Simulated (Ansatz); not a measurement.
Relaxation of BCl2H5OSi (10 atoms, charge 0, multiplicity 1), to a largest force component of 0.03 eV/Å in at most 50 steps.

The calculation used Ansatz, RKS PBE-D4/def2-SVP.

```xyz
10
Properties=species:S:1:pos:R:3
B 0.095 0.465 -0.039
H -0.085 0.428 1.147
Cl 1.687 0.813 -0.667
Cl -1.294 0.401 -1.115
O 0.275 -2.053 0.615
Si -0.758 -3.212 -0.074
H 0.072 -4.439 -0.302
H -1.899 -3.521 0.861
H -1.314 -2.732 -1.387
H -0.135 -1.432 1.267
```

Task: Where does it end, and by what steps?

Result: The forces met the threshold. After 25 steps the energy has fallen by 0.493 eV; Cl3 moved furthest, 1.65 Å. Joined: B1–O5.

| step | energy less start (eV) | largest force component (eV/Å) | accepted |
| --- | --- | --- | --- |
| 0 | 0.0000 | 0.527 | yes |
| 1 | -0.0179 | 0.416 | yes |
| 2 | -0.0318 | 0.282 | yes |
| 3 | -0.0315 | 0.598 | no |
| 4 | -0.0480 | 0.290 | yes |
| 5 | -0.0707 | 0.532 | yes |
| 6 | -0.1028 | 1.400 | yes |
| 7 | -0.1634 | 1.546 | yes |
| 8 | -0.2175 | 1.499 | yes |
| 9 | -0.3024 | 0.323 | yes |
| 10 | -0.3448 | 0.487 | yes |
| 11 | -0.3708 | 0.218 | yes |
| 12 | -0.3816 | 0.242 | yes |
| 13 | -0.3924 | 0.104 | yes |
| 14 | -0.4062 | 0.125 | yes |
| 15 | -0.4019 | 1.193 | no |
| 16 | -0.4093 | 0.796 | yes |
| 17 | -0.4270 | 0.045 | yes |
| 18 | -0.4452 | 0.206 | yes |
| 19 | -0.4624 | 0.591 | yes |
| 20 | -0.4744 | 0.540 | yes |
| 21 | -0.4842 | 0.311 | yes |
| 22 | -0.4917 | 0.086 | yes |
| 23 | -0.4921 | 0.081 | yes |
| 24 | -0.4923 | 0.066 | yes |
| 25 | -0.4925 | 0.007 | yes |

```xyz
10
Properties=species:S:1:pos:R:3
B 0.095 -0.087 0.162
H 0.677 0.504 1.048
Cl 1.198 -0.668 -1.205
Cl -1.446 0.734 -0.407
O -0.404 -1.495 0.792
Si -0.515 -2.949 -0.229
H 0.824 -3.595 -0.279
H -1.459 -3.756 0.617
H -1.135 -2.641 -1.549
H -1.189 -1.328 1.356
```

Whether the end is a true minimum wasn't checked by a vibrational analysis.

Run time: 61 s on 2 threads of Arm Neoverse V1, with other jobs on the host, peak memory 0.15 GiB.
